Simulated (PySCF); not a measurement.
diarsenic anion (As2), SMILES [As]#[As] (connectivity only; charge and spin as stated), charge -1, multiplicity 2. Geometry: r2SCAN-D4/def2-TZVPD. The spin state was assumed, not searched.

Calculation: r2SCAN-D4/def2-TZVPD in PySCF 2.14.0.

Harmonic wavenumbers (cm⁻¹): 390. Rotational constants (GHz): 2.831 (linear); symmetry number 2.

### Question
Work out the zero-point energy and the ideal-gas rigid-rotor harmonic-oscillator thermochemistry at 298.15 K and 1 atm.

### Answer
ZPE = ½ Σ hcν = ½ × 390 cm⁻¹ = 2.33 kJ/mol. H − E(el) = 11.85 kJ/mol. Entropy in J/(mol K): translation 171.22, rotation 66.52, vibration 4.19, spin 5.76, total 247.70. G − E(el) = -62.00 kJ/mol. Cp = 35.34 J/(mol K).
